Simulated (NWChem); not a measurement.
System: ZnSiH4O; SMILES [O]([SiH3])[ZnH]

Results from NWChem. Geometry: optimised at PBE0/def2-SVP. One conformer.

Diagonal of the polarisability tensor at PBE0/def2-SVPD, static: 48.80, 48.71, 68.55 bohr³.

Problem. Find the mean polarisability volume, the molar refraction, and the refractive index that an ideal gas of it would have at 273.15 K and 1 atm.

Solution. 
1. Mean: one third of the trace = 55.35 bohr³ × 0.14818 Å³/bohr³ = 8.20 Å³.
2. Molar refraction (Lorentz-Lorenz): (4π/3) N_A α = 20.7 cm³/mol.
3. Number density p/kT = 2.687 × 10⁻⁵ Å⁻³; n − 1 = 2π N α = 13.85 × 10⁻⁴.
4. These hold the electronic response alone: vibrational and orientational terms add to the static dielectric constant.
